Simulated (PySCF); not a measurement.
**Charge on either side of a bond**

Compound: C9H13F.
SMILES with atom numbers: `[CH2:1]=[CH:2][C@:3]([F:4])([C:5]#[C:6][CH3:7])[CH:8]([CH3:9])[CH3:10]` (hydrogens: H11, H12 on C1; H13 on C2; H14, H15, H16 on C7; H17 on C8; H18, H19, H20 on C9; H21, H22, H23 on C10)

Structure used (GFN2-xTB), in Å, numbered top down from 1:
```xyz
23
C9H13F angstrom
C      1.166    2.640   -0.610
C      0.675    1.449   -0.892
C      0.174    0.465    0.135
F      0.285    1.020    1.410
C      1.019   -0.723    0.073
C      1.747   -1.675    0.040
C      2.601   -2.838   -0.017
C     -1.312    0.100   -0.103
C     -2.173    1.360   -0.061
C     -1.781   -0.913    0.938
H      1.228    2.995    0.405
H      1.521    3.302   -1.381
H      0.615    1.080   -1.907
H      3.646   -2.535    0.029
H      2.429   -3.379   -0.947
H      2.386   -3.499    0.823
H     -1.374   -0.352   -1.099
H     -3.217    1.106   -0.229
H     -2.085    1.839    0.912
H     -1.860    2.069   -0.825
H     -1.184   -1.821    0.883
H     -1.685   -0.494    1.937
H     -2.825   -1.168    0.766
```

Atomic charges (e) from the PBE0/pcSseg-1 density (PySCF):

```csv
atom,Mulliken,IAO,Hirshfeld,ESP-fitted
C1,-0.0992,-0.3108,-0.0979,-0.3506
C2,-0.1898,-0.1472,-0.0452,-0.2049
C3,+0.0294,+0.2947,+0.1162,+0.6318
F4,-0.3223,-0.3237,-0.0852,-0.2466
C5,+0.2081,-0.0936,-0.0692,-0.6373
C6,-0.3475,-0.0246,-0.0333,+0.3479
C7,-0.1852,-0.4372,-0.0941,-0.5853
C8,-0.3516,-0.0985,-0.0240,+0.2452
C9,-0.1748,-0.4228,-0.1257,-0.4726
C10,-0.1956,-0.4216,-0.1259,-0.4642
H11,+0.1230,+0.1617,+0.0429,+0.1624
H12,+0.1164,+0.1548,+0.0501,+0.1649
H13,+0.1129,+0.1527,+0.0499,+0.1336
H14,+0.1509,+0.1738,+0.0621,+0.1891
H15,+0.1484,+0.1737,+0.0624,+0.1829
H16,+0.1502,+0.1736,+0.0623,+0.1906
H17,+0.1191,+0.1350,+0.0387,+0.0105
H18,+0.1154,+0.1400,+0.0411,+0.1330
H19,+0.1154,+0.1466,+0.0363,+0.1179
H20,+0.1211,+0.1424,+0.0314,+0.0907
H21,+0.1256,+0.1450,+0.0315,+0.1137
H22,+0.1172,+0.1467,+0.0356,+0.1251
H23,+0.1128,+0.1393,+0.0407,+0.1222
```

Q: Cut each of the bonds C1–C2, C2–C3, C5–C3, C6–C5, C7–C6, C8–C3, C9–C8 and C10–C8 in turn and sum the charges on the side of the atom named first.

A: In e; the other side holds the opposite charge:

| bond cut | piece | atoms | Mulliken | IAO | Hirshfeld | ESP-fitted |
| --- | --- | --- | --- | --- | --- | --- |
| C1–C2 | CH2 | 3 | +0.140 | +0.006 | -0.005 | -0.023 |
| C2–C3 | C2H3 | 5 | +0.063 | +0.011 | 0.000 | -0.095 |
| C5–C3 | C3H3 | 6 | +0.125 | -0.034 | -0.010 | -0.312 |
| C6–C5 | C2H3 | 5 | -0.083 | +0.059 | +0.059 | +0.325 |
| C7–C6 | CH3 | 4 | +0.264 | +0.084 | +0.093 | -0.023 |
| C8–C3 | C3H7 | 10 | +0.105 | +0.052 | -0.020 | +0.021 |
| C9–C8 | CH3 | 4 | +0.177 | +0.006 | -0.017 | -0.131 |
| C10–C8 | CH3 | 4 | +0.160 | +0.009 | -0.018 | -0.103 |

Extremes among these pieces. Mulliken: lowest C2H3 at C6, highest CH3 at C7; IAO: lowest C3H3 at C5, highest CH3 at C7; Hirshfeld: lowest C3H7 at C8, highest CH3 at C7; ESP-fitted: lowest C3H3 at C5, highest C2H3 at C6.

Q: Do the schemes agree better on the pieces than on the single atoms at the cuts?

A: The spread between schemes averages 0.269 e for the pieces and 0.466 e for the atoms named first; it is smaller for the piece at 8 of the 8 cuts. On average they agree better on the pieces. The sign differs between schemes (beyond ±0.03 e) for C2H3 at C2, C3H3 at C5, C2H3 at C6, CH3 at C9 and CH3 at C10.

One conformer (not necessarily the lowest) at the GFN2-xTB geometry, without solvent, vibrations or thermal averaging. GFN2-xTB frequencies show an imaginary mode (26i cm⁻¹), so this geometry is no minimum at that level.

The run behind these numbers computed NMR shieldings as well. The run took 70 s of wall time (with the writing of density and orbital grids) on one thread, Arm Neoverse V1 (aarch64), shared host with 32 logical CPUs at a one-minute load of 20, and the process peaked at 1.2 GiB of memory.
